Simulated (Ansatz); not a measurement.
Gas-phase electronic energies from Ansatz, PBE0-D4/def2-TZVP geometries. CBS: MP2 limit from def2 TZ/QZ plus the TZ coupled-cluster correction, frozen cores. This one scheme is used for every species. Functionals use def2-TZVPP. For Ge outer-core shells are correlated without core-valence functions, which leaves a few kJ/mol of doubt a bond. Scalar relativity is left out up to krypton. Each species was taken in one conformer, which may not be the lowest.

Reaction (formal exchange of groups at a Ge–C bond): `C=[C](S)[GeH3]` + `OCBCl` → `OC[B](Cl)[GeH3]` + `C=CS`

Q: Is it downhill or uphill in electronic energy at CCSD(T)/CBS, and by how much? (An estimate is asked.)

A: The calculation gave: Uphill: ΔE = +5.0 kJ/mol.

Q: What do these levels give: ωB97M-V, B2PLYP, r2SCAN, MP2/def2-QZVPP, SCS-MP2/def2-QZVPP, CCSD/CBS(def2)? (Estimate.)

A: Computed: ωB97M-V 3.8, B2PLYP 4.9, r2SCAN 0.4, MP2/def2-QZVPP 12.2, SCS-MP2/def2-QZVPP 11.1, CCSD/CBS(def2) 4.0 kJ/mol.

Largest T1 diagnostic among the species: 0.012.
